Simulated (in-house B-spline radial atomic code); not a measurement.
Values are calculated unless marked as measured or tabulated.
# Softness against transferability: the 4d channel of I

I, [Kr] 4d10 5s2 5p5, non-relativistic PBE, spherical and spin-unpolarised, from an all-electron radial atomic-structure program (B-spline basis) (atomic units). The all-electron 4d level is ε = -1.936006 hartree, its outermost node lies just inside 0.36 bohr and its outer maximum at 0.78 bohr.

Troullier-Martins pseudo-orbitals are made for several radii. The cutoffs (hartree) are the plane-wave energies beyond which the orbital holds less than the named kinetic energy per electron. The phase error is the difference, pseudo minus all-electron, of arctan(R P'/P) at R = 1.39 bohr for all radii, half a hartree below and above the level.

```
r_c (bohr)  V_l(0) (hartree)  cutoff for 10 mEh  for 1 mEh  for 0.1 mEh  phase error at ε − 0.5 (mrad)  at ε + 0.5 (mrad)
      0.59           -161.86                336      > 450        > 450                           -3.6               -0.7
      0.68            -66.09                148        181          354                           -2.1               -0.4
      0.78            -31.41               65.9        110          193                           -1.4               -0.3
      0.88            -23.72               47.6       61.4         75.4                           -0.9               -0.2
      0.98            -22.33               46.1       57.5           73                           -0.8               -0.1
      1.09            -21.93               45.3       56.2         87.1                           -0.6               -0.1
```

(1) Which radius needs the lowest cutoff for 1 mEh while both phase errors stay within 1.5 mrad?

Results:

(1) The radii within that limit are 0.78, 0.88, 0.98, 1.09 bohr; of these r_c = 1.09 needs the least, 56.2 hartree, that is 112 Ry or 1529 eV.
